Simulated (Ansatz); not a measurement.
C5H11NO can be A, `CCCCC(N)=O`, or B, `CCC(=O)N(C)C`.

Computed with Ansatz on PBE0-D4/def2-TZVP structures; ΔE is electronic, products minus reactants. CCSD(T)/CBS adds triple-zeta CCSD(T) − MP2 to the extrapolated MP2 energy (def2 sets, frozen cores). DFT in def2-TZVPP. B3LYP here is the variant with VWN-RPA as its local correlation; programs differ in this. One conformer a species, not always the lowest.

(1) Which is lower in electronic energy at CCSD(T)/CBS, and by how much? (Best estimate.)

(2) Give E(B) − E(A) in kcal/mol with ωB97M-V, CCSD(T)/def2-TZVPP, BLYP-D4, MP2/def2-TZVPP, B2PLYP, B3LYP, CCSD(T)/def2-SVP. (Best estimate.)

Largest T1 diagnostic: 0.013.

Answers

(1) Computed: A, by 13.1 kcal/mol.

(2) Computed: ωB97M-V 13.2, CCSD(T)/def2-TZVPP 12.6, BLYP-D4 10.3, MP2/def2-TZVPP 12.8, B2PLYP 12.8, B3LYP 13.0, CCSD(T)/def2-SVP 11.1. None reverses the order clearly.

From r2SCAN to r2SCAN0 (25 % exact exchange), in def2-TZVPP and without D4, E(B) − E(A) moves by +0.8 kcal/mol. In def2-TZVPP, CCSD(T) changes the Hartree–Fock value by −2.8 kcal/mol (the triples alone add −0.8 kcal/mol) and MP2 by −2.7 kcal/mol.
